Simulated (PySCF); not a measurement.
A structure optimised at PBE0-D3(BJ)/def2-SVP, used in a PySCF frequency run:

```
C
C 1 1.3265
H 2 1.0929 1 121.25
H 2 1.0931 3 117.93 1 179.67
C 1 1.5036 2 135.94 3 179.64
H 5 1.1020 1 117.74 2 63.11
O 5 1.4163 6 112.49 1 -103.81
C 7 1.4332 5 92.44 6 122.49
H 8 1.1042 7 112.20 5 -120.22
H 8 1.1048 9 109.18 7 125.44
Se 5 1.9672 6 107.33 7 -128.64
H 11 1.4719 5 94.48 6 45.53
```
Charge 0, spin multiplicity 1.

Task: Write its SMILES and formula.

Result: C=C1CO[C@H]1[SeH], C₄H₆OSe

Task: What are its rotational constants (standard atomic weights)?

Result: 4.2844, 1.5685, 1.2365 GHz
